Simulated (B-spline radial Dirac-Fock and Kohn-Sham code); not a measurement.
## Electron momentum distribution of Ta⁷¹⁺: Compton profiles

System: tantalum as Ta⁷¹⁺ in the configuration 1s2.

Calculated with a B-spline atomic structure program, using the impulse approximation on configuration-average Dirac-Fock orbitals. pz is in atomic units of momentum; subshell profiles are per electron, for a selection of subshells; open shells are spread over both j values by their weights.

```
 pz   J total   J 1s1/2
  0   0.02052    0.0103
2.5   0.02045    0.0102
  3   0.02043    0.0102
  4   0.02036    0.0102
  5   0.02027    0.0101
  7   0.02004    0.0100
 10   0.01956   0.00978
 15   0.01845   0.00923
 20   0.01704   0.00852
 30   0.01377   0.00689
 40   0.01051   0.00526
 60  0.005572   0.00279
100  0.001493  0.000747
```

J(0) = 0.02052. The 1s1/2 subshell gives the largest part, 100 %.

Mean momentum ⟨p⟩ by subshell (a.u.): 1s1/2 75.8.
